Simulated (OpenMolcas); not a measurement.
Computed levels of 4d4 in ions with 40 electrons, in cm-1 above 5D0.

```
Program             : OpenMolcas
Method              : MS-CASPT2, IPEA 0.25 Eh, imaginary shift 0.1 Eh
Basis               : ANO-RCC-VTZP
Scalar Hamiltonian  : DKH2, point nucleus
Spin-orbit coupling : state interaction with AMFI integrals over the reference wave functions, term energies averaged over their components
```

Active space for each ion: 4 electrons in 10 orbitals (4d 5d); closed shells correlated by CASPT2: 4s 4p.

```json
{"Level": "5D1", "Mo2+": "237", "Ru4+": "488", "Rh5+": "682", "Pd6+": "973", "Ag7+": "1248"}
{"Level": "5D2", "Mo2+": "660", "Ru4+": "1308", "Rh5+": "1776", "Pd6+": "2440", "Ag7+": "3060"}
{"Level": "5D3", "Mo2+": "1217", "Ru4+": "2330", "Rh5+": "3100", "Pd6+": "4150", "Ag7+": "5100"}
{"Level": "5D4", "Mo2+": "1872", "Ru4+": "3500", "Rh5+": "4570", "Pd6+": "5980", "Ag7+": "7250"}
{"Level": "3P0(1)", "Mo2+": "11920", "Ru4+": "16690", "Rh5+": "18420", "Pd6+": "19960", "Ag7+": "21800"}
{"Level": "3P1(1)", "Mo2+": "13140", "Ru4+": "19110", "Rh5+": "21610", "Pd6+": "24130", "Ag7+": "26860"}
{"Level": "3H4", "Mo2+": "13700", "Ru4+": "18150", "Rh5+": "20110", "Pd6+": "22020", "Ag7+": "24270"}
{"Level": "3H5", "Mo2+": "14280", "Ru4+": "19340", "Rh5+": "21760", "Pd6+": "24310", "Ag7+": "27130"}
{"Level": "3H6", "Mo2+": "14820", "Ru4+": "20350", "Rh5+": "23060", "Pd6+": "25970", "Ag7+": "29100"}
```

**Question.** Estimate 5D4, 3P0(1), 3P1(1) for Tc3+ from its neighbours Mo2+ and Ru4+.

**Answer.** 5D4 is fine structure, which grows about as the fourth power of a screened charge, so the fourth roots are averaged: ((1872^0.25 + 3500^0.25) / 2)^4 = 2591. The calculation gives 2620, so the estimate is off by -1.1 %.
3P0(1) is another term, which grows about linearly with the charge: (11920 + 16690) / 2 = 14305. The calculation gives 14580, so the estimate is off by -1.9 %.
3P1(1) is another term, which grows about linearly with the charge: (13140 + 19110) / 2 = 16125. The calculation gives 16350, so the estimate is off by -1.4 %.

Mixed levels, with the weight of the term that names them: Pd6+ 3H4 (72 %), Ag7+ 3H4 (69 %).

CASPT2 breaks the degeneracy within a term, and the mean is taken; among the terms shown or strongly mixed into the levels shown the widest spread is 340 cm-1 (4d4 3H, Mo2+). Active for correlation alone: 5d; no level in the range computed is led by a configuration that fills it, so any true level of that kind is missing. Levels of configurations outside the active space are missing.

A number in round brackets counts repeated terms of one configuration in the order of the reference energies.
